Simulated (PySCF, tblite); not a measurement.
Isomers of C3H12N2SSi, one GFN2-xTB conformer each. Single-point energies are computed at PBE0/pcSseg-1 (PySCF, gas phase, no added dispersion term), electronic only.

| SMILES | GFN2-xTB relative energy (kJ/mol) |
| --- | --- |
| C[C@@H](CN)N[SiH2]S | 0.0 |
| CN(CCN)[SiH2]S | 6.0 |

Conformers: `[CH3:1][C@@H:2]([CH2:3][NH2:4])[NH:5][SiH2:6][SH:7]` with C1–C2–C3–N4 -68°, C2–C3–N4–H -58° and 61°, C1–C2–N5–Si6 88°, C2–N5–Si6–S7 178°, N5–Si6–S7–H -52°; `[CH3:1][N:2]([CH2:3][CH2:4][NH2:5])[SiH2:6][SH:7]` with C1–N2–C3–C4 171°, N2–C3–C4–N5 53°, C3–C4–N5–H -170° and 67°, C1–N2–Si6–S7 -21°, N2–Si6–S7–H -172°.

What does PBE0/pcSseg-1 give for the same structures?

```csv
SMILES,PBE0/pcSseg-1 E (Eh),PBE0/pcSseg-1 (kJ/mol),GFN2-xTB (kJ/mol),point group
C[C@@H](CN)N[SiH2]S,-918.17886,0.0,0.0,C1
CN(CCN)[SiH2]S,-918.16724,30.5,6.0,C1
```

Both levels put the same isomer lowest. 

Which frontier levels, dipoles and rotational constants go with these structures?

```tsv
SMILES	HOMO (eV, PBE0/pcSseg-1)	LUMO (eV)	dipole (D)	A, B, C (MHz)
C[C@@H](CN)N[SiH2]S	-6.65	0.40	2.18	4237, 663.4, 622.3
CN(CCN)[SiH2]S	-6.19	0.69	5.85	2967, 1183, 893.5
```

What happens when harmonic zero-point energies from GFN2-xTB frequencies are added?

```csv
SMILES,ZPE (kJ/mol),electronic (kJ/mol),with ZPE (kJ/mol)
C[C@@H](CN)N[SiH2]S,397.0,0.0,0.0
CN(CCN)[SiH2]S,400.1,30.5,33.6
```

The zero-point energies span 3.1 kJ/mol. The order is unchanged.

As an exercise, what shares would exp(−E/RT) give at 2000 K from these electronic energies alone (no entropy, no degeneracies)?

RT = 16.629 kJ/mol: C[C@@H](CN)N[SiH2]S 86.2 %, CN(CCN)[SiH2]S 13.8 %.
